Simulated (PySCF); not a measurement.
C₂H₇BFNO, SMILES C(B(F)N)OC.

Coordinates come from a r2SCAN-D4/def2-SVP optimisation. The structure was generated by enumeration, and PubChem lists no compound with its InChIKey, so it may never have been made. Other conformers were not sampled.

These are PySCF with TDDFT-PBE/def2-SVPD values and carry that method's errors.

Vertical excitations. Gas-phase values at a fixed geometry.

Computed excitation energies, oscillator strengths and character:
```csv
state,energy (eV),λ (nm),f,main pairs
S1,5.43,228,0.013,HOMO→LUMO 100 %
S2,5.89,211,0.003,HOMO→LUMO+1 99 %
S3,6.38,194,0.006,HOMO→LUMO+2 99 %
S4,6.54,190,0.007,HOMO→LUMO+3 96 %
S5,6.76,183,0.020,"HOMO−1→LUMO 80 %, HOMO→LUMO+4 17 %"
S6,6.76,183,0.011,"HOMO→LUMO+4 78 %, HOMO−1→LUMO 17 %"
S7,7.14,174,0.026,HOMO→LUMO+5 98 %
S8,7.32,169,0.009,HOMO−2→LUMO 98 %
S9,7.62,163,0.041,"HOMO−1→LUMO+1 32 %, HOMO−1→LUMO+2 28 %, HOMO−2→LUMO+1 21 %, HOMO−1→LUMO+4 8 %"
S10,7.66,162,0.009,"HOMO−1→LUMO+2 44 %, HOMO→LUMO+6 42 %, HOMO−2→LUMO+1 11 %"
T1,5.35,232,0,HOMO→LUMO 98 %
T2,5.57,223,0,HOMO→LUMO+1 98 %
T3,6.29,197,0,HOMO→LUMO+2 96 %
T4,6.38,194,0,HOMO→LUMO+3 91 %
```
Triplets are in the Tamm–Dancoff approximation, which puts them higher than full response would, so one can lie above its singlet here.
